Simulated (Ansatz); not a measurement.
One change: `[OH][GaH][BH]BF` becomes `NBBF`.

Ansatz, PBE0-D4/def2-TZVP geometries, multiplicity 1. Each molecule was computed in one conformer, which needn't be the lowest.

Scalar relativity is left out up to krypton.

```
                                                                                  property  `[OH][GaH][BH]BF`
ideal-gas entropy at 298 K and 1 bar (rigid rotor, harmonic PBE0-D4/def2-TZVP) / J/(mol·K)                370
                                                       HOMO energy (B3LYP/def2-TZVPP) / eV              -7.39
                                                      HOMO–LUMO gap (PBE0/def2-TZVPP) / eV               4.81
                                                   HOMO–LUMO gap (ωB97M-V/def2-TZVPP) / eV               8.89
                                            size of the dipole moment (PBE/def2-TZVPP) / D               1.40
                                                        HOMO energy (PBE0/def2-TZVPP) / eV              -7.58
```

What does the change do to each property? (An estimate is asked.)

Ansatz gave: 
```csv
property,`NBBF`,shift
"ideal-gas entropy at 298 K and 1 bar (rigid rotor, harmonic PBE0-D4/def2-TZVP) / J/(mol·K)",306,-64
HOMO energy (B3LYP/def2-TZVPP) / eV,-7.54,-0.15
HOMO–LUMO gap (PBE0/def2-TZVPP) / eV,5.96,1.15
HOMO–LUMO gap (ωB97M-V/def2-TZVPP) / eV,10.27,1.38
size of the dipole moment (PBE/def2-TZVPP) / D,2.91,1.51
HOMO energy (PBE0/def2-TZVPP) / eV,-7.71,-0.13
```

With PBE0 the HOMO falls by 0.13 eV and the LUMO rises by 1.02 eV, so the gap widens by about 1.15 eV. PBE moves the HOMO by 0.09 eV and ωB97M-V by -0.29 eV. The zero-point energy changes by 21.2 kJ/mol with -3 modes. Dipoles are sizes alone; their direction can turn. Modes under 60 cm⁻¹, often nearly free rotors, make the harmonic entropy too high.

Positive LUMOs are unbound, so they and the gaps depend on the basis.

B3LYP here is the variant with VWN-RPA as its local correlation; programs differ in this.
